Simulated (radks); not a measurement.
The numbers below are computed, except where a source is named.
Problem. P3+, 12 electrons, occupied as [Ne] 3s2 (the NIST ground configuration). Code: a radial shooting solver on a logarithmic mesh with Libxc functionals. Model: Dirac Kohn-Sham, PBE, spin-unpolarised, spherical densities, finite nucleus; Fermi nuclear charge, rms radius 3.1889 fm. Some entries of the table are withheld. Estimate them.

orbital  occ.  eigenvalue (hartree)  <r^2> (bohr^2)
1s1/2       2                   (1)         0.01444
2s1/2       2              -7.80464             (2)
2p1/2       2                   (3)          0.2907
2p3/2       4                   (4)          0.2933
3s1/2       2                   (5)             (6)

Solution. 
(1) 1s1/2 eigenvalue (hartree): -78.04879
(2) 2s1/2 <r^2> (bohr^2): 0.3201
(3) 2p1/2 eigenvalue (hartree): -6.01289
(4) 2p3/2 eigenvalue (hartree): -5.97892
(5) 3s1/2 eigenvalue (hartree): -1.67618
(6) 3s1/2 <r^2> (bohr^2): 3.185
